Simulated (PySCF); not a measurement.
GaF4 (charge -1).
Bonds: F1–Ga2, Ga2–F3, Ga2–F4, Ga2–F5.

Method: PBE0-D3(BJ)/def2-SVP geometry optimisation, gas phase in PySCF 2.14.0; density fitting, grid level 1; the optimiser is geomeTRIC in internal coordinates, started from a GFN2-xTB structure with every atom displaced at random (about 0.03 Å).

Step 0: E = -63220.0661 eV
```
atom  x, y, z in Å  |  force x, y, z in eV/Å
F1      1.4067   -1.2171   -0.0855   -1.055   0.924   0.101
Ga2    -0.0138   -0.0127   -0.0134    2.811  -1.013   0.883
F3      0.5795    1.6394   -0.0354    0.367   0.716   0.097
F4     -0.9638   -0.2100   -1.4063   -1.505  -0.414  -2.067
F5     -0.9165   -0.3044    1.4441   -0.617  -0.213   0.986
```

**Question.** Estimate the geometry and energy of step 1. (The exact step hangs on the optimiser's Hessian estimate; all steps are aligned on step 0, rigid shifts and turns removed.)

**Answer.** E = -63220.2665 eV, largest force 0.567 eV/Å
```
atom  x, y, z in Å  |  force x, y, z in eV/Å
F1      1.3759   -1.1761   -0.0745   -0.202   0.194   0.010
Ga2     0.0039   -0.0169   -0.0176    0.537  -0.159   0.082
F3      0.6236    1.6548   -0.0173    0.009   0.010   0.032
F4     -0.9972   -0.2444   -1.4607   -0.221  -0.064  -0.188
F5     -0.9141   -0.3221    1.4736   -0.123   0.019   0.063
```

The energy changes by -0.2004 eV. The first-order estimate −F·Δx gives -0.3594 eV and the mean of the old and new forces, exact on a quadratic surface, -0.2029 eV. The step makes an angle of 44° with the force vector and moves no atom by more than 0.073 Å.

The cost below is that of the whole optimisation. Hardware: Arm Neoverse V2, one thread, on a shared host. Cost: 12 s wall, 0.35 GiB resident at most.
